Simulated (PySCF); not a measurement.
Species: C5H8ClN.
SMILES with atom numbers: `[CH3:1][C@H:2]([C:3]#[N:4])[C@@H:5]([CH3:6])[Cl:7]` (hydrogens: H8, H9, H10 on C1; H11 on C2; H12 on C5; H13, H14, H15 on C6)

Computed, not measured: TDDFT CAM-B3LYP/def2-SVPD, vertical, gas phase, core orbitals frozen in the response (PySCF 2.14.0, density-fitted response routines). Isolated species at its GFN2-xTB geometry (one conformer only). Torsions of this conformer, `[CH3:1][C@H:2]([C:3]#[N:4])[C@@H:5]([CH3:6])[Cl:7]`: C1–C2–C5–C6 179°.

Computed states:

```
state  E (eV)       f
   S1    7.29  0.0014
   S2    7.39  0.0022
   S3    7.76  0.0007
   S4    8.11  0.0035
   S5    8.20  0.0030
   S6    8.46   0.033
   S7    8.58   0.039
   S8    8.98  0.0054
```

Broadening: Gaussians 0.25 eV wide at half height, area fixed by f = 4.319×10⁻⁹ ∫ε dν̃. The width is an assumption, not a result. The curve ends short of the highest state used, and states not computed would add to its high-energy end.

Question: What does the envelope look like, and where are its maxima?

Answer: 
```csv
λ (nm),ε (L mol⁻¹ cm⁻¹)
147.9,3500
148.7,2246
149.4,1469
150.1,1013
150.9,782
151.6,710
152.3,666
153.0,600
153.8,486
154.5,369
155.2,258
155.9,170
156.7,108
157.4,82
158.1,75
158.9,76
159.6,76
160.3,72
161.0,64
161.8,54
162.5,50
163.2,55
163.9,74
164.7,113
165.4,162
166.1,218
166.9,280
167.6,322
168.3,345
169.0,344
169.8,317
170.5,275
171.2,225
172.0,165
172.7,118
173.4,80
174.1,50
174.9,28
175.6,16
176.3,8
177.0,4
177.8,2
178.5,1
179.2,0
```

Maxima: 169 nm (7.35 eV), ε about 350, made up of S1 (36%) and S2 (64%); 159 nm (7.78 eV), ε about 76, made up of S3 (95%) (hardly more than a shoulder) (ε in L mol⁻¹ cm⁻¹; maxima over ε = 5, shares over 10%). At its high-energy end, 8.38 eV, the curve is still rising (ε about 3400, from S6 and S7).

Question: Coming from long wavelengths, where does ε first pass 100 L mol⁻¹ cm⁻¹?

Answer: At about 173 nm (7.17 eV), 0.13 eV below S1.

Question: What would ε be at 7.35 eV, the highest of these maxima, with half the width (0.125 eV)?

Answer: About 537 L mol⁻¹ cm⁻¹ against 347, a factor of about 1.5; a lone state at its own centre would give exactly 2.

The run took 39 s of wall time on an Intel Xeon Platinum 8488C with one thread, no GPU (shared host), and the process peaked at 0.95 GiB of memory.
